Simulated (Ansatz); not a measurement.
`FC(F)(F)C[O][Hf]([Cl])([Cl])[Cl]` at its PBE0-D4/def2-TZVP geometry, where that method's forces vanish. Charge 0, multiplicity 1. Hf takes the def2 core potential.

```xyz
12

F     0.0380   -1.2075   -1.8656
C    -0.9781   -0.4285   -1.4889
F    -2.0874   -0.8758   -2.0839
F    -0.7318    0.8026   -1.9414
C    -1.1655   -0.4436    0.0163
O    -0.0299    0.0145    0.6523
Hf    1.6111    0.6641    1.3281
Cl    1.1758    2.5884    2.5777
Cl    3.0366    1.1556   -0.4485
Cl    2.5461   -0.9882    2.6878
H    -2.0254    0.1906    0.2519
H    -1.3896   -1.4722    0.3143
```

Problem. What forces (eV/Å) does B3LYP-D4/def2-TZVPP give on these atoms in Ansatz 0.2.0? (Best estimate.)

Solution. The calculation gave: 
```
F1   0.346 -0.266 -0.125
C2  -0.040 -0.005  0.274
F3  -0.378 -0.152 -0.208
F4   0.083  0.420 -0.151
C5  -0.327 -0.123  0.061
O6  -0.002  0.001  0.045
Hf7  0.043  0.017  0.021
Cl8 -0.051  0.227  0.147
Cl9  0.165  0.057 -0.210
Cl10 0.111 -0.195  0.160
H11  0.046 -0.045 -0.004
H12  0.004  0.063 -0.008
```

B3LYP here is the variant with VWN-RPA as its local correlation; programs differ in this.
